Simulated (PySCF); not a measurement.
Radial density of As (arsenic, neutral)

UHF, [Ar] 3d10 4s2 4p2 4d1, one real determinant (an excited configuration). All numbers are calculated (PySCF 2.14, a scalar-relativistic core potential, in aug-cc-pVTZ-PP with one added diffuse shell each of s, d, f type with ECP10MDF (7s5p5d3f, 68 functions)). This is the valence pseudo-density: the core potential removes the inner electrons and smooths the orbitals near the nucleus.

```csv
r (bohr),4πr²ρ (e/bohr),4πr²(ρα − ρβ)
0.000991,3.009e-05,0.0000
0.00167,8.454e-05,0.0000
0.00280,0.0002347,0.0000
0.00471,0.0006309,0.0000
0.00793,0.001575,0.0000
0.0133,0.003493,0.0000
0.0224,0.007043,0.0000
0.0377,0.01443,0.0000
0.0635,0.06495,-0.0001
0.107,0.5539,-0.0009
0.180,3.770,-0.0010
0.302,16.37,0.0553
0.508,30.79,0.1123
0.855,13.61,0.0133
1.44,3.336,0.7607
2.42,1.607,0.8983
4.07,0.2581,0.2173
6.84,0.1514,0.1513
11.5,0.04214,0.0421
19.4,1.443e-05,0.0000
```

⟨L²⟩ = 8.00 against 12 for a pure F term, so this real determinant mixes terms. Energies and moments cover only the electrons outside the core potential. The outer electron is Rydberg-like, and this basis confines it to a smaller radius and binds it less than a complete one would.
